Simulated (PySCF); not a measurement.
Electron correlation in V²⁺ (vanadium, charge +2)

[Ar] 3d3, high-spin 4F determinant. Calculation: PySCF 2.14, in x2c-QZVPPall (11s7p5d3f2g, 96 functions); scalar relativity by spin-free X2C-1e. Frozen: [Ne]; 11 electrons correlated.

```json
{"level": "CCSD", "correlation energy (mhartree)": "-322.99"}
{"level": "(T)", "correlation energy (mhartree)": "-6.61"}
{"level": "CCSD(T)", "correlation energy (mhartree)": "-329.60"}
```

Diagnostics: T1 = 0.0043, D1 = 0.0092, largest double amplitude 0.028.

**Question.** Is a single reference adequate?

**Answer.** Yes: T1 lies below 0.03 and no double amplitude reaches 0.07.

This basis was not built for core-valence correlation, so the inner-shell part is incomplete.
